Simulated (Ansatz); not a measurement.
(KCl)4 ring (K₄Cl₄). The state is a singlet with charge 0. Geometry PBE-D4/def2-SVP; atoms count from 1.

| atom | x (Å) | y (Å) | z (Å) |
| --- | --- | --- | --- |
| Cl1 | 2.844 | -0.326 | 2.522 |
| Cl2 | 2.217 | -1.532 | -2.599 |
| Cl3 | -2.837 | 0.337 | -2.523 |
| Cl4 | -2.221 | 1.520 | 2.601 |
| K5 | 0.403 | 0.812 | 3.453 |
| K6 | 3.508 | -1.293 | -0.072 |
| K7 | -0.402 | -0.811 | -3.456 |
| K8 | -3.511 | 1.292 | 0.073 |

Another isomer (singlet) lies 1.18 eV lower at PBE0-D4/def2-TZVP; other spin states weren't run for this one.

Estimate the Mulliken populations from the PBE0/def2-TZVP orbitals of Ansatz.


```csv
atom,charge (e)
Cl1,-0.72
Cl2,-0.72
Cl3,-0.72
Cl4,-0.72
K5,0.72
K6,0.72
K7,0.72
K8,0.72
```
Mulliken values and Mayer orders depend strongly on the basis.
